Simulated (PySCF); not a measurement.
Gas-phase reaction: 2 MoO₃ + H₂ + 2 OH = 2 MoO₂(OH)₂

Energies from PySCF (xtb for GFN2), thermal terms from the rigid-rotor harmonic-oscillator model, ideal gas at 1 bar. † marks an energy on the PBE0/def2-TZVP geometry and frequencies; other levels use their own. MP2 and CCSD(T) freeze the core. Open shells (unrestricted): OH (multiplicity 2); the rest are closed-shell singlets. GFN2 has no spin-polarisation term. Spin-orbit splitting is ignored; it lowers the true energy and changes the entropy of OH. Mo: scalar-relativistic def2 core potential, no spin-orbit coupling. MP2 isn't extrapolated to the basis-set limit. CCSD(T) isn't extrapolated to the basis-set limit. Strong static correlation: MoO₃. Warning, large T1 diagnostic: MoO₂(OH)₂, MoO₃ (CCSD(T)/def2-SVP†). Warning, point group unlike the PBE0 one: MoO₂(OH)₂ (GFN2-xTB).

| level | ΔH°(298 K), kJ |
|---|---|
| CCSD(T)/def2-SVP† | [?] |
| GFN2-xTB | -1539 |
| HF/def2-TZVP† | [?] |
| MP2/def2-TZVPP† | [?] |
| PBE/def2-TZVP† | -1114 |
| PBE0/def2-TZVP | -1129 |
| LDA/def2-TZVP† | -1327 |

Problem. Fill in the missing entries.

Solution. 
- CCSD(T)/def2-SVP†, ΔH°(298 K), kJ: -1084
- HF/def2-TZVP†, ΔH°(298 K), kJ: -998
- MP2/def2-TZVPP†, ΔH°(298 K), kJ: -1096
